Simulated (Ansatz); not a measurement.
Consider the ligand exchange at the Si–C bond: `[SiH3]CC(Cl)Cl` + `O[Si]1(Cl)CO1` → `[SiH3]O[Si]1(Cl)CO1` + `CC(Cl)Cl`.

Computed with Ansatz on PBE0-D4/def2-TZVP structures; ΔE is electronic, products minus reactants. CCSD(T)/CBS adds triple-zeta CCSD(T) − MP2 to the extrapolated MP2 energy (def2 sets, frozen cores). DFT in def2-TZVPP. Each species was taken in one conformer, which may not be the lowest.

Q: Is it downhill or uphill in electronic energy at CCSD(T)/CBS, and by how much? (Best estimate.)

A: Computed: Downhill: ΔE = -1.17 eV.

Q: What do these levels give: PBE0-D4, B2PLYP, PBE, MP2/def2-TZVPP, CCSD(T)/def2-TZVPP, HF/CBS(def2)? (Best estimate.)

A: Ansatz gave: PBE0-D4 -1.08, B2PLYP -1.22, PBE -1.02, MP2/def2-TZVPP -1.16, CCSD(T)/def2-TZVPP -1.16, HF/CBS(def2) -1.49 eV.

Largest T1 diagnostic among the species: 0.012.

In def2-TZVPP, CCSD(T) changes the Hartree–Fock value by +0.30 eV (the triples alone add +0.04 eV) and MP2 by +0.30 eV. From PBE to PBE0 (25 % exact exchange), in def2-TZVPP and without D4, ΔE moves by −0.07 eV.
